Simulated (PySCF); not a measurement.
Compound: C₉H₉NS.
Bonds: C1–S2, S2–C3, C3–C4 (aromatic), C4–C5 (aromatic), C5–C6, C5–C7 (aromatic), C7–C8 (aromatic), C8–C9, C9–N10 (triple), C8–C11 (aromatic), C3–C11 (aromatic). Hydrogens: H12, H13, H14 on C1; H15 on C4; H16, H17, H18 on C6; H19 on C7; H20 on C11.

Level of theory: PBE0-D3(BJ)/def2-SVP geometry optimisation, gas phase (PySCF).

Problem. What internal coordinates does the optimisation give?

Solution. 
```tsv
bond	length (pm)	order
C1–S2	179.7	single
S2–C3	176.0	single
C3–C4	140.0	aromatic
C4–C5	140.0	aromatic
C5–C6	150.2	single
C5–C7	139.5	aromatic
C7–C8	140.2	aromatic
C8–C9	143.4	single
C9≡N10	115.9	triple
C8–C11	139.7	aromatic
C3–C11	140.0	aromatic
C1–H12, C1–H13, C1–H14	109.9	single
C4–H15	109.1	single
C6–H16, C6–H17, C6–H18	110.0	single
C7–H19	109.1	single
C11–H20	109.2	single
```

Bonds in one row agree within 1 pm and their mean is given. Orders are formal, as drawn. A selection of angles:
```tsv
angle	degrees
S2–C1–H12	111.9
S2–C1–H14	105.5
H12–C1–H13	110.2
C1–S2–C3	103.5
S2–C3–C4	124.7
S2–C3–C11	116.2
C4–C3–C11	119.1
C3–C4–C5	121.6
C3–C4–H15	120.2
C5–C4–H15	118.2
C4–C5–C6	120.8
C4–C5–C7	118.9
C6–C5–C7	120.3
C5–C6–H16	111.6
H16–C6–H17	107.6
C5–C7–C8	120.0
C5–C7–H19	120.5
C8–C7–H19	119.5
C7–C8–C9	119.6
C7–C8–C11	120.8
C9–C8–C11	119.5
C8–C9–N10	179.7
C8–C11–H20	119.9
C3–C11–C8	119.6
C3–C11–H20	120.5
```

Dihedral angles: C1–S2–C3–C4 1° (synperiplanar). The mirror-image conformer, all signs reversed, is as good.

The 2 C–S bonds span 1.760 Å (S2–C3, drawn single) to 1.797 Å (C1–S2, drawn single), a spread of 0.037 Å. The 6-membered ring C3–C4–C5–C7–C8–C11 has internal angles of 118.9° to 121.6°; it is planar, 0.00 Å rms from its mean plane, widest ring torsion 0°. The 11 heavy atoms lie in one plane (0.007 Å rms). The C–C distances run from 1.395 Å (C5–C7, aromatic) to 1.502 Å (C5–C6, drawn single), a spread of 0.107 Å. Of the pairs four or more bonds apart, C1···H15 is among the closest relative to their van der Waals radii: 2.54 Å, 88 % of the sum of Bondi's values.

PBE0-D3(BJ)/def2-SVP frequencies: not computed here. The numbers are those of one conformer.

The run took 1.7 min on x86-64 server, one thread, no GPU, on a shared host. That covers the optimisation of the geometry.
